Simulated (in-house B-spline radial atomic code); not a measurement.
Settings and results of a run for Gd (an excited or competing configuration). Method: Dirac-Hartree-Fock, average of the jj configuration, Fermi nucleus of rms radius 5.1569 fm. Calculated with an all-electron radial atomic-structure program (B-spline basis).

In the input, a minus or plus after the letter marks the j = l - 1/2 or j = l + 1/2 subshell.

Command:
```bash
python run_scf.py task.json out
```
Settings (nuclear radius in fm, mass in u):
```
Z                64
configuration    1s2 2s2 2p6 3s2 3p6 3d10 4s2 4p6 4d10 4f-4 4f+2 5s2 5p6 5d-1 6s2 9s1
hamiltonian      dirac
method           hf
spin_polarised   False
nucleus          fermi
rms_radius       5.1569
atomic_mass      157.92411
speed_of_light   137.035999084
```

Output (hartree, bohr):
```
 radial grid: 91 intervals, B-splines of order 8, outer radius 144.5 bohr

 iter        energy (Eh)    residual
    1      -11239.584320    6.62e-01
    2      -11255.184080    7.97e-01
    3      -11272.452659    1.93e-01
    4      -11273.678373    5.94e-02
    5      -11273.823022    1.33e-02
    6      -11273.833098    9.07e-03
    7      -11273.834990    2.39e-03
    8      -11273.835171    4.25e-04
    9      -11273.835178    3.30e-05
   10      -11273.835178    6.89e-06
   11      -11273.835178    3.21e-07

 total energy                    -11273.83518
 kinetic                           12291.3452
 electron-nucleus                 -27665.0320
 electron-electron                  4099.8516

 first-order corrections (not in the total)
   Gaunt                            11.6054
   retardation                      -1.2202
   frequency dependence             -0.1578
   self-energy                       8.1229
   Uehling                          -1.3109
   Wichmann-Kroll                    0.0414
   recoil                            0.0252

 orbital      occ     eigenvalue          <r>       <r^2>       <1/r>     <1/r^3>       r_max    small
 1s1/2      2.000     -1857.9959    0.0219034 0.000654738     71.6444           -     0.01392  5.69e-02
 2s1/2      2.000      -311.6451    0.0926686   0.0102016     17.1124           -      0.0791  1.26e-02
 2p1/2      2.000      -295.2065    0.0775522    0.007436      17.048           -     0.05989  1.26e-02
 2p3/2      4.000      -269.5651    0.0843498  0.00866423     15.0777     9878.55     0.06568  1.17e-02
 3s1/2      2.000       -71.4831     0.243133   0.0676915     6.25442           -      0.2239  4.01e-03
 3p1/2      2.000       -64.3714     0.233247    0.063283     6.15541           -      0.2116  3.93e-03
 3p3/2      4.000       -58.9772      0.24595   0.0701628     5.66258     2110.73      0.2236  3.69e-03
 3d3/2      4.000       -46.8744     0.218604    0.056242     5.52081     351.894      0.1781  3.54e-03
 3d5/2      6.000       -45.6634     0.222362   0.0580328      5.4017     313.804      0.1815  3.47e-03
 4s1/2      2.000       -15.7690     0.551751    0.343271     2.59495           -      0.5153  1.25e-03
 4p1/2      2.000       -12.9662     0.564487    0.362176     2.48685           -      0.5205  1.17e-03
 4p3/2      4.000       -11.6794     0.591731    0.397728     2.32849     462.531      0.5452  1.09e-03
 4d3/2      4.000        -7.0483     0.627915    0.456678     2.10926     65.9693      0.5542  9.29e-04
 4d5/2      6.000        -6.6572     0.638189    0.471323     2.06486     57.5878      0.5625  9.02e-04
 4f5/2      4.000        -1.3384     0.786828     0.77388     1.60826     8.93041      0.5612  5.79e-04
 4f7/2      2.000        -1.2574     0.796338    0.793192     1.59009     8.61723      0.5666  5.69e-04
 5s1/2      2.000        -2.6951      1.32126      1.9569     1.00113           -       1.192  2.66e-04
 5p1/2      2.000        -1.8100      1.46387     2.42256    0.896318           -       1.289  2.19e-04
 5p3/2      4.000        -1.5817      1.54511     2.69824    0.839995     63.7273       1.357  1.97e-04
 5d3/2      1.000        -0.5561      2.19424     5.60669     0.58664     4.91772       1.768  9.97e-05
 6s1/2      2.000        -0.4115      3.59453     14.4862     0.34748           -       3.152  3.62e-05
 9s1/2      1.000        -0.0237      31.8705     1131.71   0.0411057           -       33.24  9.46e-07
```

Time taken, with all properties: 5.3 s on 1 thread of AMD EPYC 9R14, on a shared host.

For the Dirac Hamiltonian the kinetic term is c α·p + (β - 1)c².
